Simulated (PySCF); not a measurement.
From one molecule to another.

First species: CF3SO3H.
SMILES: `O=S(=O)(O)C(F)(F)F`

Second species: C₅H₄OS₂.
InChI=1S/C5H4OS2/c6-4-1-2-8-5(7)3-4/h1-3,7H

Levels: PBE0/pcSseg-1 for dipole moment, HOMO energy, LUMO energy and HOMO–LUMO gap; GFN2-xTB for rotational constant A and rotational constant C. Geometries: GFN2-xTB. Each structure is a single optimised conformer of the isolated species, non-relativistic unless stated; the electronic structure was computed with PySCF and density fitting.

Dipoles, sizes and rotational constants follow the conformer. The torsions of the flexible species, by atom-mapped SMILES:
- `[O:1]=[S:2](=[O:3])([OH:4])[C:5]([F:6])([F:7])[F:8]`: O1–S2–C5–F6 -56°, H–O4–S2–O1 11°
- `[O:1]=[c:2]1[cH:3][cH:4][s:5][c:6]([SH:7])[cH:8]1`: H–S7–C6–S5 180°

| property | column X | column Y |
| --- | --- | --- |
| dipole moment | 2.95 D | 2.74 D |
| HOMO energy | -7.08 eV | -9.96 eV |
| LUMO energy | -1.69 eV | 0.14 eV |
| HOMO–LUMO gap | 5.39 eV | 10.10 eV |
| rotational constant A | 2.424 GHz | 2.673 GHz |
| rotational constant C | 0.792 GHz | 1.547 GHz |

Problem. Which column belongs to which species?

Solution. Column X is the second species and column Y the first. The first has 9 atoms and 74 electrons, the second 12 and 74.

Problem. How does each property change from the first species to the second?

Solution. dipole moment +0.21 D; HOMO energy +2.88 eV; LUMO energy -1.83 eV; HOMO–LUMO gap -4.71 eV; rotational constant A -0.249 GHz; rotational constant C -0.755 GHz.

On the first: The dipole equals about 9.1 × 10⁻³⁰ C·m (1 D = 3.33564 × 10⁻³⁰ C·m).

On the second: The dipole matches unit charges of opposite sign 0.62 Å apart (1 e·Å = 4.8032 D). A dipole of 2.95 D is allowed in Cs, and pure rotational transitions are dipole-allowed.
